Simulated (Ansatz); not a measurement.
Consider the redistribution: `C[CH2][Mg][Cl]` + `NB1OC1F` → `C[CH2][Mg][NH2]` + `FC1OB1Cl`.

Gas-phase electronic energies from Ansatz, PBE0-D4/def2-TZVP geometries. CCSD(T)/CBS is the MP2 limit (def2-TZVPP, def2-QZVPP) plus CCSD(T) − MP2 in def2-TZVPP, frozen cores. Functionals use def2-TZVPP. For Mg outer-core shells are correlated without core-valence functions, which leaves a few kJ/mol of doubt a bond. Each species was taken in one conformer, which may not be the lowest.

CCSD(T)/CBS gives +1.86 eV.

Task: Another level gave +1.96 eV. Which?
A. LC-ωPBE/def2-TZVPP
B. BHLYP/def2-TZVPP
C. PBE-D4/def2-TZVPP
D. LDA (SPW92)/def2-TZVPP

Result: A. LC-ωPBE 1.96, PBE-D4 1.84, LDA (SPW92) 1.91, BHLYP 2.06 eV.

Largest T1 diagnostic among the species: 0.014.

From BLYP to BHLYP (50 % exact exchange), in def2-TZVPP and without D4, ΔE moves by +0.21 eV. At CCSD(T), def2-SVP lies +0.08 eV from the extrapolated value and def2-TZVPP −0.03 eV.
